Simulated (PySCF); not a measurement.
Compound: C5H11NO2Si.
Atom-mapped SMILES: `[CH3:1][C:2](=[O:3])[SiH2:4][C:5](=[O:6])[N:7]([CH3:8])[CH3:9]` (hydrogens: H10, H11, H12 on C1; H13, H14 on Si4; H15, H16, H17 on C8; H18, H19, H20 on C9)

Computed by this run: PBE0-D3(BJ)/def2-SVP geometry optimisation, gas phase (PySCF 2.14.0); density fitting, grid level 1; the optimiser is geomeTRIC in internal coordinates, started from a GFN2-xTB structure with every atom displaced at random (about 0.01 Å).

At the end of the run (lengths in Å): Si4–H14 1.488, C2–Si4 1.946, C9–H20 1.099, C1–C2 1.503, C1–H11 1.103, C8–H16 1.097, C1–H10 1.102, C1–C2–Si4 119.7°, O3–C2–Si4 118.1°, C2–Si4–C5 107.7°, C8–N7–C9 117.1°, C1–C2–Si4–C5 97°, C2–Si4–C5–O6 -108°, Si4–C5–N7–C8 177°, H13–Si4–C2–C1 -139°, H10–C1–C2–O3 -123°.

**Question.** These geometries were met on the way; a selection of coordinates is given. Order them by energy above the end point, lowest first.
A. Si4–H14 1.487, C2–Si4 1.946, C9–H20 1.098, C1–C2 1.503, C1–H11 1.103, C8–H16 1.096, C1–H10 1.102, C1–C2–Si4 119.5°, O3–C2–Si4 118.2°, C2–Si4–C5 107.3°, C8–N7–C9 117.1°, C1–C2–Si4–C5 98°, C2–Si4–C5–O6 -108°, Si4–C5–N7–C8 177°, H13–Si4–C2–C1 -139°, H10–C1–C2–O3 -124°
B. Si4–H14 1.420, C2–Si4 1.912, C9–H20 1.066, C1–C2 1.536, C1–H11 1.075, C8–H16 1.070, C1–H10 1.078, C1–C2–Si4 116.8°, O3–C2–Si4 120.3°, C2–Si4–C5 105.6°, C8–N7–C9 115.1°, C1–C2–Si4–C5 90°, C2–Si4–C5–O6 -111°, Si4–C5–N7–C8 177°, H13–Si4–C2–C1 -152°, H10–C1–C2–O3 -117°
C. Si4–H14 1.498, C2–Si4 1.944, C9–H20 1.104, C1–C2 1.501, C1–H11 1.106, C8–H16 1.101, C1–H10 1.105, C1–C2–Si4 119.0°, O3–C2–Si4 118.2°, C2–Si4–C5 106.6°, C8–N7–C9 117.0°, C1–C2–Si4–C5 97°, C2–Si4–C5–O6 -108°, Si4–C5–N7–C8 178°, H13–Si4–C2–C1 -138°, H10–C1–C2–O3 -125°

**Answer.** A (0.000 eV), C (0.011 eV), B (0.210 eV).

| step | E above end (eV) | rms distance from the end, all atoms (Å) | largest force (eV/Å) | rms shift of all bonds from the end (Å) |
| --- | --- | --- | --- | --- |
| 4 | 0.000 | 0.012 | 0.055 | 0.000 |
| 1 | 0.011 | 0.055 | 0.396 | 0.004 |
| 0 | 0.210 | 0.122 | 1.925 | 0.026 |

Rows stand in the order of the answer.
